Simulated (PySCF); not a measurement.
Compound: C9H9 (doublet state).
Cartesian coordinates in Å at the GFN2-xTB level; atoms count from 1:
```
atom  x, y, z in Å
C1    -0.9072    3.2427   -0.2572
C2    -0.8726    2.1055    0.1133
C3    -0.8049    0.7087    0.5272
C4     0.5275    0.2092    0.2672
C5     1.6831   -0.1457    0.0335
C6     2.8892   -0.5940   -0.2050
C7     4.1131   -0.9613   -0.4195
C8    -1.8812   -0.1201   -0.2095
C9    -1.8979   -1.5648    0.2716
H10   -0.9449    4.2443   -0.5666
H11   -0.9949    0.6549    1.6096
H12    4.3699   -1.9637   -0.7400
H13    4.9525   -0.2872   -0.2917
H14   -2.8548    0.3445   -0.0356
H15   -1.6776   -0.0880   -1.2821
H16   -2.1307   -1.6148    1.3340
H17   -0.9272   -2.0302    0.1093
H18   -2.6502   -2.1337   -0.2701
```

The hyperfine couplings belong to this conformer and change with its torsions.

As a line formula: `C#C[C@H](C#C[C]=C)CC` [radical].

Computed, not measured: UKS B3LYP, pcH-1 on C H, non-relativistic, mean-field spin-orbit, GIAO in PySCF 2.14.0. Isolated species at its GFN2-xTB geometry (one conformer only). The geometry wasn't refined by DFT: couplings that depend on bond lengths, twists or pyramidal angles can differ widely from those at the functional's own minimum. The SCF solution wasn't tested for stability. ⟨S²⟩ is 0.776 where a pure state has 0.75.

Principal values of hyperfine tensors in MHz (contact and dipolar terms together), for some of the nuclei:

```
atom  isotope      A1      A2      A3
 H13       1H  130.16  131.03  139.72
 H12       1H  123.97  124.64  134.15
  C5      13C  -94.56  -77.12  -49.58
  C4      13C    4.02   23.57  142.00
  C7      13C  -65.96  -44.37  -39.30
  C2      13C   36.68   37.72   42.83
  C8      13C   30.13   30.37   38.86
  C3      13C  -19.91  -18.78  -18.21
```

Q: Split each tensor into its isotropic and traceless parts, and turn a_iso into mT with g = 2.0020.

A: a_iso = (A1 + A2 + A3)/3, Ti = Ai − a_iso; 1 mT corresponds to 28.021 MHz.

```tsv
atom	a_iso (MHz)	a_iso (mT)	T1	T2	T3
H13	133.63	4.769	-3.48	-2.61	6.08
H12	127.59	4.553	-3.61	-2.95	6.56
C5	-73.75	-2.632	-20.81	-3.37	24.17
C4	56.53	2.017	-52.51	-32.96	85.46
C7	-49.88	-1.780	-16.08	5.51	10.57
C2	39.07	1.394	-2.39	-1.36	3.75
C8	33.12	1.182	-2.99	-2.75	5.74
C3	-18.97	-0.677	-0.94	0.19	0.76
```

Q: What spin density at the nucleus of C8 lies behind its contact coupling (g_N = 1.40482)?

A: a_FC = (2μ0/3) gₑ μB g_N μN ρ(0)/(2S·h) = 800.24 MHz × g_N × ρ(0)/(2S), with ρ in bohr⁻³. With a_FC = 33.12 MHz and 2S = 1, ρ(0) = 0.02946 bohr⁻³.

Q: C6 (13C, g_N = 1.40482) isn't in the table. Its spin density at the nucleus is 0.05532 bohr⁻³. What is its contact coupling?

A: By the same relation, a_FC = 62.2 MHz. Its full tensor has the principal values -1.13, 16.08, 171.61 MHz.

Q: Name the largest traceless tensor T of the table and describe it.

A: C4: -52.5, -33.0, 85.5 MHz, rhombic: the two smaller values differ by 23 % of the largest.

Q: In a single crystal, with the field along each principal axis of the tensor of H12 in turn, what first-order splitting does this nucleus give (isotropic g, quadrupole terms neglected)?

A: 2 lines (I = 1/2), spaced by |A_i|/(g × 13.996): 4.42, 4.45, 4.79 mT along the axes of A1, A2 and A3.
